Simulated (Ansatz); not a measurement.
Reactions of C3H5FO2Zr (`C#[C][Zr]([OH])([F])[O]C`).

Isolated molecules relaxed with PBE0-D4/def2-TZVP in Ansatz; ΔE leaves out vibrations. CBS: MP2 limit from def2 TZ/QZ plus the TZ coupled-cluster correction, frozen cores. DFT in def2-TZVPP. def2 core potentials past Kr. For Se, Zn, Zr outer-core shells are correlated without core-valence functions, which leaves a few kJ/mol of doubt a bond. Scalar relativity is left out up to krypton. One conformer a species, not always the lowest.

| reaction | ωB97M-V (kJ/mol) | r2SCAN-D4 (kJ/mol) | CCSD/CBS(def2) (kJ/mol) | CCSD(T)/CBS(def2) (kJ/mol) |
| --- | --- | --- | --- | --- |
| `C#[C][Zr]([OH])([F])[O]C` + `OC[SiH2]F` → `C#[C][Zr]([OH])([OH])[F]` + `COC[SiH2]F` | -1 | 1 | 1 | 1 |
| `C#[C][Zr]([OH])([F])[O]C` + `B[Se]C` → `C[O][Zr]([OH])([F])[Se]C` + `BC#C` | -20 | -24 | -19 | -18 |
| `C#[C][Zr]([OH])([F])[O]C` + `OC(O)Cl` → `COC(O)Cl` + `C#[C][Zr]([OH])([OH])[F]` | -4 | -2 | -3 | -3 |
| `C#[C][Zr]([OH])([F])[O]C` + `O[CH2][ZnH]` → `CO[CH2][ZnH]` + `C#[C][Zr]([OH])([OH])[F]` | -18 | -14 | -17 | -16 |

Largest T1 diagnostic: 0.017, for `C#[C][Zr]([OH])([OH])[F]`.
